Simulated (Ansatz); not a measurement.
`O[SiH2][SiH](O)O` at its PBE0-D4/def2-TZVP geometry, where that method's forces vanish. Charge 0, multiplicity 1.

```xyz
11

O     1.0625   -1.6260    1.2640
Si   -0.3455   -0.7603    1.2362
Si   -0.0864    0.9055   -0.4064
O    -1.3936    1.1085   -1.3867
O     1.2327    0.2797   -1.1923
H     1.6276   -1.4726    0.5020
H    -0.6035   -0.2184    2.5961
H    -1.5043   -1.6349    0.8830
H     0.2060    2.2882    0.0502
H    -1.8541    0.3198   -1.6783
H     1.6587    0.8107   -1.8680
```

Q: What forces (eV/Å) does PBE-D4/def2-TZVPP give on these atoms in Ansatz? (An estimate is asked.)

A: Ansatz gave: 
```
O1   0.196 -0.365  0.380
Si2 -0.264  0.235 -0.078
Si3 -0.009  0.022  0.409
O4  -0.230  0.467 -0.178
O5   0.224 -0.451  0.088
H6   0.257  0.076 -0.347
H7  -0.034  0.056  0.157
H8  -0.142 -0.093 -0.032
H9   0.013  0.176  0.048
H10 -0.226 -0.368 -0.131
H11  0.215  0.245 -0.316
```
